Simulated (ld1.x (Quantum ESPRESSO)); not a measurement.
## Logarithmic derivatives: Te, TM

Te, norm-conserving Troullier–Martins (Kleinman–Bylander form), made with ld1.x (Quantum ESPRESSO) 7.5 (PBEsol, scalar-relativistic). Core [Kr], reference 4d10 5s2 5p2.5 (charge +1.5). Waves: 5p (bound): rc 2.15 bohr; 4d (bound): rc 1.25 bohr; 5s (bound): rc 1.55 bohr. Local part: the s channel. Core correction: none.

The phase is arctan(r·u′/u) with u = r·R(r), unwrapped; energies in Ry, scanned from -6 to 5 Ry. A pole is an energy at which the radial function vanishes at the test radius. The pseudo phase is shifted by a multiple of π to meet the all-electron one at the reference energy, and phase errors are pseudo minus all-electron; the curves can meet again beyond the range given. Levels narrower than the energy grid can be missing from the lists of poles.

```csv
channel,radius (bohr),reference energy (Ry),"poles, all-electron","poles, pseudo",unbroken range about the reference energy with phases within 0.05 rad,phase error 1 Ry above the reference energy (rad)
s,2.35,-2.06,-0.44,-0.50,below 1.4,-0.004
p,2.35,-1.32,1.08,1.01,below 3.6,-0.003
d,2.35,-4.09,"-4.02, 3.74",-4.02,below -1.0,+0.004
```

Phases in the d channel:

```tsv
E (Ry)	all-electron	pseudo
-6.00	1.370	1.371
-5.74	1.363	1.363
-5.48	1.354	1.355
-5.22	1.343	1.344
-4.96	1.327	1.329
-4.70	1.303	1.305
-4.44	1.246	1.248
-4.18	0.541	0.549
-3.92	-1.674	-1.672
-3.66	-1.754	-1.751
-3.40	-1.786	-1.783
-3.14	-1.809	-1.805
-2.88	-1.830	-1.824
-2.62	-1.850	-1.844
-2.36	-1.873	-1.864
-2.10	-1.898	-1.886
-1.84	-1.928	-1.912
-1.58	-1.964	-1.943
-1.32	-2.010	-1.980
-1.06	-2.070	-2.027
-0.80	-2.152	-2.087
-0.54	-2.269	-2.167
-0.28	-2.446	-2.278
-0.02	-2.721	-2.438
0.24	-3.120	-2.674
0.50	-3.565	-3.007
0.76	-3.918	-3.400
1.02	-4.151	-3.751
1.28	-4.302	-4.008
1.54	-4.404	-4.182
1.80	-4.477	-4.302
2.06	-4.532	-4.387
2.32	-4.575	-4.451
2.58	-4.609	-4.500
2.84	-4.638	-4.539
3.10	-4.663	-4.571
3.36	-4.684	-4.597
3.62	-4.704	-4.620
3.88	-4.722	-4.640
4.14	-4.739	-4.657
4.40	-4.755	-4.672
4.66	-4.771	-4.686
4.92	-4.787	-4.699
```
